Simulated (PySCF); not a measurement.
## Distorted geometries of [Pb(OCH3)2]2+

[Pb(OCH3)2]2+ (singlet; a saddle point, relaxed within its symmetry). PySCF 2.14.0, RKS B3LYP, Pb def2-SVP with ECP60, O def2-SVP, C def2-SVP, H def2-SVP; non-relativistic Hamiltonian with scalar-relativistic core potentials where named; density fitting; no spin-orbit coupling. Relaxed geometry:

```xyz
11

Pb    0.0000    0.0000    0.0000
O     0.0000    0.0000    1.8911
C     0.0000    0.0000    3.5156
H    -1.0742    0.0000    3.7347
H     0.5371   -0.9303    3.7347
H     0.5371    0.9302    3.7347
O     0.0000    0.0000   -1.8911
C     0.0000    0.0000   -3.5156
H    -1.0742    0.0000   -3.7347
H     0.5371    0.9302   -3.7347
H     0.5371   -0.9303   -3.7347
```

Task: Order these distorted geometries by energy above the relaxed one, lowest first.
A.
```xyz
11

Pb    0.0519    0.0463    0.1241
O     0.0253    0.1197    1.8305
C    -0.0961   -0.0358    3.5803
H    -1.1104    0.1053    3.8633
H     0.3463   -0.9835    3.5776
H     0.4415    0.7996    3.7229
O     0.1596   -0.0554   -1.9083
C     0.0455   -0.0525   -3.4920
H    -0.8563    0.2619   -3.7334
H     0.5186    0.8064   -3.7575
H     0.4742   -1.0120   -3.8075
```
B.
```xyz
11

Pb   -0.0124   -0.0273    0.0098
O    -0.0225   -0.0303    1.8588
C     0.0388   -0.0058    3.5245
H    -1.0793   -0.0084    3.7500
H     0.5630   -0.9157    3.7191
H     0.5492    0.9095    3.7448
O    -0.0148    0.0217   -1.9262
C    -0.0354    0.0346   -3.5067
H    -1.0839    0.0173   -3.7122
H     0.5439    0.9125   -3.7431
H     0.5533   -0.9081   -3.7188
```
C.
```xyz
11

Pb    0.0063    0.0511   -0.0204
O     0.0255   -0.0630    1.8785
C    -0.0135   -0.0576    3.5401
H    -1.0981    0.0289    3.7409
H     0.5467   -0.8923    3.7538
H     0.4503    1.0246    3.7379
O     0.0031    0.0341   -1.8843
C    -0.0424   -0.0541   -3.5368
H    -1.0188    0.0027   -3.8127
H     0.6065    0.9240   -3.7599
H     0.5344   -0.9983   -3.6371
```

Result: B (0.20 eV), C (0.63 eV), A (2.10 eV).

Task: Which forces (eV/Å) act in the one that lies 2.10 eV up?

Result: 
```
Pb   -0.93  -0.39 -13.57
O    -0.13   0.67  10.78
C    -1.56  -1.45  -1.62
H    -1.50  -0.27  -0.09
H     0.77  -1.70   0.55
H     2.70   3.23   0.84
O     1.47  -0.58   2.37
C     2.12  -2.20   2.02
H    -5.69   0.15  -1.15
H     3.03   2.71  -0.46
H    -0.27  -0.17   0.33
```
Forces carry noise of the integration grid, about 0.01 to 0.03 eV/Å.
